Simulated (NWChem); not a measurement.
SiNH3OF2; SMILES N[Si](O)(F)F

```xyz
8

N      0.0971    -1.5758    -0.6045
Si    -0.0017    -0.0040     0.0063
O      1.3639     0.2993     0.8608
F     -1.3411     0.1073     0.8765
F     -0.1532     1.1744    -1.0791
H      0.9664    -1.9646    -0.9409
H     -0.7155    -2.1060    -0.8845
H      1.6319     1.2277     0.9054
```
Atoms are numbered in this order, from 1.

Program: NWChem. Geometry: optimised at B3LYP/6-31G* (spherical d).

**Question.** Among these, which level gives the highest value of “orbital gap (eV)”?
A) TPSS/pcseg-1
B) TPSS/aug-pcseg-1
C) TPSS/def2-SVP
D) TPSS/STO-3G

**Answer.** D, TPSS/STO-3G. Values: TPSS/aug-pcseg-1 5.89; TPSS/pcseg-1 6.69; TPSS/def2-SVP 6.81; TPSS/STO-3G 8.27
